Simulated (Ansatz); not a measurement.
ZrBrF3. Total charge 0; triplet. Geometry PBE0-D4/def2-SVP, that of the neutral singlet; atoms count from 1.

```xyz
5

Zr   -0.057   -0.095   -0.021
Br    1.214    2.004    0.435
F     0.675   -0.980   -1.519
F    -1.867    0.312   -0.372
F     0.035   -1.242    1.476
```

In the def2 sets Zr takes a core potential; there is no spin–orbit coupling. At PBE0-D4/def2-TZVP a singlet of charge 0 lies 6.05 eV below the triplet at the same geometry.

Estimate the Mulliken populations from the PBE0/def2-TZVP orbitals of Ansatz.


| atom | charge (e) | spin (α − β) | d electrons |
| --- | --- | --- | --- |
| Zr1 | 1.31 | 0.87 | 2.16 |
| Br2 | 0.11 | 1.07 | – |
| F3 | -0.47 | 0.03 | – |
| F4 | -0.48 | -0.01 | – |
| F5 | -0.47 | 0.03 | – |
Mulliken values and Mayer orders depend strongly on the basis.

Where does the spin sit?

Summed by element: Zr 0.87, Br 1.07, F 0.06, of 2 unpaired in all. Largest on single atoms: Br2 1.07, Zr1 0.87, F5 0.03.

And the Mayer bond orders between bonded heavy atoms (over 0.3)?

Zr1–Br2 0.53 (2.50 Å); Zr1–F3 0.85 (1.89 Å); Zr1–F4 0.88 (1.89 Å); Zr1–F5 0.85 (1.89 Å).
